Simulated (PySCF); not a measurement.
**Magnetisability: `CC#C[C@H]1C=C1CCC`, C₉H₁₂**

Geometry:
```tsv
atom	x (Å)	y (Å)	z (Å)
C1	4.255	0.175	1.357
C2	3.188	0.251	0.381
C3	2.311	0.324	-0.436
C4	1.247	0.406	-1.392
C5	0.404	-0.811	-1.699
C6	-0.172	0.095	-0.968
C7	-1.300	0.618	-0.192
C8	-2.463	-0.374	-0.137
C9	-3.633	0.177	0.668
H10	4.486	1.170	1.739
H11	3.953	-0.460	2.191
H12	5.153	-0.244	0.903
H13	1.420	1.144	-2.175
H14	0.406	-1.750	-2.195
H15	-0.952	0.846	0.822
H16	-1.633	1.563	-0.636
H17	-2.113	-1.306	0.311
H18	-2.789	-0.597	-1.155
H19	-3.326	0.391	1.690
H20	-4.447	-0.543	0.699
H21	-4.005	1.097	0.223
```

Theory: GIAO CAM-B3LYP/pcSseg-1 magnetisability, rotational g tensor and spin-rotation constants, non-relativistic, gas phase in PySCF. Geometry: GFN2-xTB.

Question: How diamagnetic is it, and how anisotropic?

Answer: Isotropic -1521 × 10⁻³⁰ J/T², or -91.6 × 10⁻⁶ cm³/mol; principal values -1772, -1439, -1351 × 10⁻³⁰ J/T², anisotropy 384 × 10⁻³⁰ J/T² (root of half the summed squared differences of the principal values). The susceptibility is in cgs units.

Question: Split it along the inertial axes a, b, c into diamagnetic and paramagnetic parts about the centre of mass, with the quadrupole moment.

Answer: 
| axis | χ (10⁻⁶ cm³/mol) | diamagnetic (10⁻⁶ cm³/mol) | paramagnetic (10⁻⁶ cm³/mol) | summed x² of all electrons (Å²) | quadrupole Θ (D Å) |
| --- | --- | --- | --- | --- | --- |
| a | -94.6 | -489.4 | 394.8 | 472.4 | +2.96 |
| b | -93.8 | -2137.7 | 2043.8 | 83.9 | -0.52 |
| c | -86.3 | -2360.1 | 2273.8 | 31.5 | -2.44 |

Anisotropies 2χaa − χbb − χcc = -9.0 and 2χbb − χaa − χcc = -6.8 × 10⁻⁶ cm³/mol. Θ is traceless in Buckingham's convention.

Question: And the rotational g tensor?

Answer: 
| axis | rotational constant (GHz) | g | nuclear part | electronic part |
| --- | --- | --- | --- | --- |
| a | 3.4304 | -0.0039 | 0.6324 | -0.6363 |
| b | 0.6164 | -0.0003 | 0.5915 | -0.5919 |
| c | 0.5541 | -0.0020 | 0.5899 | -0.5919 |

Asymmetric top; isotopes 12C, 1H; no vibrational averaging.
